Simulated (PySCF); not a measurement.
Cl2H4OSi2.

```xyz
9

Si     1.4265     0.6412     0.6697
Cl     2.0913    -0.4669    -0.9537
O      0.0000     0.0000     1.2128
Si    -1.4265    -0.6412     0.6697
Cl    -2.0913     0.4669    -0.9537
H      1.2286     2.0400     0.2250
H      2.4204     0.5317     1.7601
H     -2.4204    -0.5317     1.7601
H     -1.2286    -2.0400     0.2250
```
Charge 0, spin multiplicity 1.

Coordinates come from a B3LYP-D3(BJ)/def2-SVP optimisation. The values are those of a single conformer.

Method: KT2/pcSseg-1 in PySCF. Non-relativistic, no solvent.

**Question.** Give the absolute GIAO shielding of each atom: isotropic value and principal components (ppm). (The exact figures need the calculation; the answer reports its results.)

**Answer.** 
| atom | σ(iso) | σ11 | σ22 | σ33 | span |
|---|---|---|---|---|---|
| Si1 | 372.5 | 348.3 | 370.8 | 398.3 | 50.0 |
| Cl2 | 874.0 | 692.5 | 926.0 | 1003.4 | 310.8 |
| O3 | 232.2 | 181.6 | 235.3 | 279.8 | 98.2 |
| Si4 | 372.5 | 348.3 | 370.8 | 398.3 | 50.0 |
| Cl5 | 874.0 | 692.5 | 926.0 | 1003.4 | 310.8 |
| H6 | 25.4 | 22.0 | 23.7 | 30.5 | 8.5 |
| H7 | 25.6 | 21.5 | 23.8 | 31.5 | 10.0 |
| H8 | 25.6 | 21.5 | 23.8 | 31.5 | 10.0 |
| H9 | 25.4 | 22.0 | 23.7 | 30.5 | 8.5 |
